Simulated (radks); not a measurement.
Results of a calculation; reference values are marked as such.
Task: Pr56+, 3 electrons, occupied as [He] 2s1 (the NIST ground configuration). Code: a radial shooting solver on a logarithmic mesh with Libxc functionals. Model: scalar-relativistic Kohn-Sham, PBEsol, spin-polarised, spherical densities, finite nucleus; open shells are filled with parallel spins first (spin-orbit coupling, left out, can overturn this in heavy ions); Fermi nuclear charge, rms radius 4.8919 fm. Some entries of the table are withheld. Estimate them.

orbital  occ.  eigenvalue (eV)  r(max) (bohr)
1s up       1        -47948.85            (1)
1s down     1        -47930.25            (2)
2s up       1        -11815.25            (3)

Result: 
(1) 1s up r(max) (bohr): 0.01539
(2) 1s down r(max) (bohr): 0.01539
(3) 2s up r(max) (bohr): 0.08414
